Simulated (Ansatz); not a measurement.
Steps of a relaxation of CH$_{7}$SSbSi (`C[SiH2][S][SbH2]`) with RKS PBE0-D4/def2-TZVP.

```sh
$ ansatz run in.yaml --threads 4 --pin off --events-out ev --progress --plain --max-ram 10444MiB
```

```yaml
crystal:
  periodic: [false, false, false]
  atoms:
    - {symbol: C, position_ang: [-0.688192, 2.116543, 0.364411]}
    - {symbol: Si, position_ang: [-0.700983, 0.296152, -0.118258]}
    - {symbol: S, position_ang: [1.310716, -0.446694, 0.191493]}
    - {symbol: Sb, position_ang: [0.913579, -2.797629, -0.508635]}
    - {symbol: H, position_ang: [-0.399041, 2.236645, 1.428265]}
    - {symbol: H, position_ang: [0.032288, 2.683508, -0.259327]}
    - {symbol: H, position_ang: [-1.696332, 2.558335, 0.224095]}
    - {symbol: H, position_ang: [-1.120136, 0.126395, -1.557746]}
    - {symbol: H, position_ang: [-1.691332, -0.468129, 0.725662]}
    - {symbol: H, position_ang: [2.420892, -2.895888, -1.368961]}
    - {symbol: H, position_ang: [1.683741, -3.466338, 0.899600]}
basis:
  gaussian: {orbitals: def2-TZVP}
hamiltonian: {xc: pbe0, dispersion: d4}
relax: {f_tol: 0.005, max_steps: 150}
```

Positions (Å) and forces (eV/Å) along the path, 11 of 12 steps:

```xyz
11
step=1 energy=-26396.0128 eV
C    -0.688    2.117    0.364    0.010    0.204    0.058
Si   -0.701    0.296   -0.118    0.086    0.025    0.033
S     1.311   -0.447    0.191   -0.526   -0.389   -0.226
Sb    0.914   -2.798   -0.509    0.598    0.385    0.285
H    -0.399    2.237    1.428   -0.144   -0.063   -0.529
H     0.032    2.684   -0.259   -0.358   -0.284    0.305
H    -1.696    2.558    0.224    0.486   -0.215    0.066
H    -1.120    0.126   -1.558    0.126    0.020    0.320
H    -1.691   -0.468    0.726    0.251    0.145   -0.184
H     2.421   -2.896   -1.369   -0.339    0.028    0.158
H     1.684   -3.466    0.900   -0.189    0.143   -0.286
11
step=2 energy=-26396.0578 eV
C    -0.677    2.088    0.360   -0.015    0.004    0.003
Si   -0.681    0.277   -0.116    0.003    0.102    0.023
S     1.304   -0.465    0.189   -0.009    0.417    0.103
Sb    0.906   -2.728   -0.491   -0.450   -0.207   -0.190
H    -0.393    2.210    1.412   -0.040   -0.021   -0.146
H     0.034    2.650   -0.257   -0.098   -0.084    0.081
H    -1.675    2.521    0.219    0.138   -0.061    0.019
H    -1.080    0.098   -1.545    0.016    0.008    0.084
H    -1.648   -0.494    0.721    0.049    0.045   -0.054
H     2.352   -2.825   -1.363    0.254   -0.062   -0.115
H     1.622   -3.388    0.892    0.155   -0.141    0.193
11
step=3 energy=-26396.0724 eV
C    -0.685    2.099    0.361    0.006   -0.043   -0.008
Si   -0.686    0.293   -0.114   -0.007    0.022    0.004
S     1.296   -0.450    0.190    0.049    0.048    0.028
Sb    0.906   -2.743   -0.495   -0.069   -0.054   -0.032
H    -0.402    2.221    1.409   -0.007   -0.002   -0.023
H     0.023    2.659   -0.255   -0.015   -0.011    0.011
H    -1.680    2.528    0.220    0.020   -0.015    0.001
H    -1.084    0.113   -1.538   -0.002    0.007    0.015
H    -1.651   -0.478    0.719    0.003    0.013   -0.011
H     2.375   -2.869   -1.357    0.024    0.028   -0.035
H     1.653   -3.430    0.880   -0.001    0.008    0.049
11
step=4 energy=-26396.0733 eV
C    -0.681    2.090    0.360   -0.017   -0.019   -0.008
Si   -0.678    0.286   -0.113    0.024    0.053    0.019
S     1.308   -0.443    0.196   -0.040   -0.020   -0.014
Sb    0.893   -2.736   -0.496    0.062    0.007    0.022
H    -0.400    2.214    1.407    0.000    0.001    0.001
H     0.024    2.652   -0.256    0.001    0.001   -0.001
H    -1.678    2.515    0.218   -0.002    0.006    0.001
H    -1.079    0.109   -1.536    0.008   -0.008   -0.003
H    -1.645   -0.482    0.718    0.006   -0.010    0.000
H     2.364   -2.848   -1.366   -0.029   -0.012    0.011
H     1.636   -3.414    0.891   -0.013    0.000   -0.029
11
step=5 energy=-26396.0737 eV
C    -0.684    2.093    0.360    0.002   -0.013   -0.002
Si   -0.677    0.290   -0.112   -0.001    0.011    0.002
S     1.307   -0.446    0.195    0.003   -0.002    0.002
Sb    0.897   -2.739   -0.495   -0.002    0.005    0.003
H    -0.403    2.218    1.407    0.000    0.003    0.002
H     0.021    2.656   -0.256    0.000    0.003   -0.001
H    -1.681    2.518    0.218   -0.002   -0.001   -0.001
H    -1.075    0.110   -1.536    0.001   -0.001   -0.002
H    -1.643   -0.481    0.719   -0.001   -0.002    0.000
H     2.365   -2.855   -1.367   -0.002   -0.002    0.002
H     1.638   -3.420    0.888    0.002    0.000   -0.004
11
step=6 energy=-26396.0738 eV
C    -0.684    2.094    0.359   -0.004   -0.003    0.012
Si   -0.674    0.290   -0.112    0.007   -0.004   -0.005
S     1.306   -0.448    0.207   -0.002    0.002    0.000
Sb    0.893   -2.739   -0.488    0.001    0.002    0.002
H    -0.400    2.220    1.406   -0.004    0.002   -0.005
H     0.016    2.660   -0.259    0.007   -0.002   -0.005
H    -1.683    2.515    0.220   -0.004    0.001    0.001
H    -1.065    0.110   -1.538    0.000    0.001    0.000
H    -1.645   -0.481    0.712    0.000    0.004    0.001
H     2.352   -2.854   -1.373   -0.002   -0.001   -0.001
H     1.649   -3.423    0.887    0.000   -0.002    0.000
11
step=8 energy=-26396.0738 eV
C    -0.685    2.094    0.358   -0.001    0.009    0.000
Si   -0.671    0.290   -0.111    0.000   -0.005    0.000
S     1.307   -0.450    0.219   -0.001    0.001    0.000
Sb    0.889   -2.739   -0.480    0.002   -0.002    0.001
H    -0.405    2.223    1.406   -0.001   -0.001    0.000
H     0.016    2.660   -0.258    0.001   -0.003    0.001
H    -1.685    2.512    0.215    0.002   -0.001   -0.001
H    -1.053    0.108   -1.539   -0.001    0.001    0.001
H    -1.647   -0.478    0.710    0.000   -0.001   -0.002
H     2.338   -2.851   -1.383   -0.001    0.001   -0.001
H     1.661   -3.427    0.883    0.000    0.001   -0.001
11
step=9 energy=-26396.0739 eV
C    -0.685    2.094    0.358    0.000    0.007   -0.004
Si   -0.670    0.290   -0.109   -0.003   -0.001    0.001
S     1.307   -0.451    0.225   -0.002    0.001    0.000
Sb    0.888   -2.739   -0.476    0.001   -0.004    0.000
H    -0.411    2.225    1.406    0.001   -0.002    0.001
H     0.020    2.659   -0.256   -0.003   -0.003    0.003
H    -1.684    2.513    0.209    0.005   -0.001   -0.001
H    -1.050    0.107   -1.538    0.000    0.000    0.001
H    -1.649   -0.478    0.710    0.001   -0.001   -0.001
H     2.330   -2.849   -1.389    0.000    0.001    0.001
H     1.669   -3.428    0.882    0.001    0.001   -0.002
11
step=10 energy=-26396.0739 eV
C    -0.685    2.095    0.357    0.001    0.003   -0.007
Si   -0.671    0.290   -0.107   -0.006    0.005    0.002
S     1.305   -0.453    0.231   -0.001    0.001    0.001
Sb    0.886   -2.741   -0.472    0.009   -0.005    0.002
H    -0.419    2.227    1.408    0.002   -0.002    0.000
H     0.027    2.656   -0.252   -0.007   -0.002    0.006
H    -1.682    2.516    0.199    0.008   -0.002   -0.001
H    -1.048    0.106   -1.536    0.001   -0.001    0.000
H    -1.652   -0.477    0.711    0.001   -0.001    0.000
H     2.322   -2.846   -1.395   -0.002    0.002   -0.004
H     1.681   -3.430    0.877   -0.005    0.001    0.002
11
step=11 energy=-26396.0739 eV
C    -0.685    2.095    0.357   -0.001    0.001   -0.002
Si   -0.671    0.290   -0.106   -0.001   -0.001    0.000
S     1.303   -0.455    0.236    0.000    0.002    0.000
Sb    0.886   -2.743   -0.468    0.002    0.001    0.001
H    -0.422    2.228    1.408    0.001   -0.002   -0.003
H     0.030    2.654   -0.251   -0.005   -0.002    0.004
H    -1.680    2.518    0.194    0.007   -0.001    0.000
H    -1.045    0.105   -1.536   -0.001    0.000    0.001
H    -1.654   -0.476    0.710   -0.001    0.002   -0.001
H     2.316   -2.842   -1.401   -0.001   -0.001    0.003
H     1.688   -3.430    0.878    0.000    0.001   -0.004
11
step=12 energy=-26396.0739 eV
C    -0.684    2.095    0.357   -0.003    0.000    0.000
Si   -0.672    0.289   -0.107    0.001    0.001    0.000
S     1.303   -0.454    0.234    0.000   -0.001    0.000
Sb    0.887   -2.742   -0.469   -0.001    0.000   -0.001
H    -0.420    2.226    1.408    0.000   -0.001   -0.003
H     0.029    2.655   -0.251   -0.002   -0.001    0.002
H    -1.680    2.518    0.197    0.003    0.000    0.000
H    -1.048    0.106   -1.537    0.000    0.000    0.001
H    -1.654   -0.477    0.710    0.000    0.001   -0.001
H     2.319   -2.843   -1.399    0.000    0.000    0.001
H     1.686   -3.430    0.878    0.001    0.001   -0.001
```

It took 52 s on 4 threads of an Intel Xeon Platinum 8259CL on a shared host, with 0.62 GiB of host memory at the peak.
